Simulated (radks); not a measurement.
The bromine anion Br-, [Kr], held by a Watson sphere: a shell of charge +1 at radius R that stands for the Madelung well of a crystal (potential energy -1/R inside, -1/r outside, in hartree with lengths in bohr). Method: scalar-relativistic Kohn-Sham, LDA (Slater exchange, Perdew-Wang correlation), spin-polarised, spherical densities, finite nucleus; Fermi nuclear charge, rms radius of each element as measured or else 0.836 A^(1/3) + 0.57 fm; computed with a radial shooting solver on a logarithmic mesh with Libxc functionals. Response by self-consistent Sternheimer equations with the Hartree and adiabatic LDA kernel, the relativistic mass of each level held fixed and spin-orbit coupling left out. The sphere does not respond.

R (bohr)  e(3d) (eV)  e(4s) (eV)  e(4p) (eV)  <r> 4p (bohr)  sum of <r^2> (bohr^2)  X-ray form factor at sin(theta)/lambda = 0.2 1/angstrom  alpha (bohr^3)
3.44         -64.645     -18.645      -6.887          2.240                  50.32                                                   27.753           34.79
3.67         -64.413     -18.356      -6.604          2.254                  50.89                                                   27.746           36.79
4            -64.087     -17.971      -6.220          2.271                  51.59                                                   27.739           39.56
4.11         -63.981     -17.850      -6.098          2.276                  51.80                                                   27.737           40.45
4.12         -63.971     -17.839      -6.087          2.276                  51.82                                                   27.737           40.53
4.64         -63.493     -17.312      -5.555          2.294                  52.63                                                   27.734           44.47
4.7          -63.440     -17.255      -5.498          2.295                  52.71                                                   27.734           44.89
5.15         -63.067     -16.860      -5.098          2.306                  53.21                                                   27.733           47.84
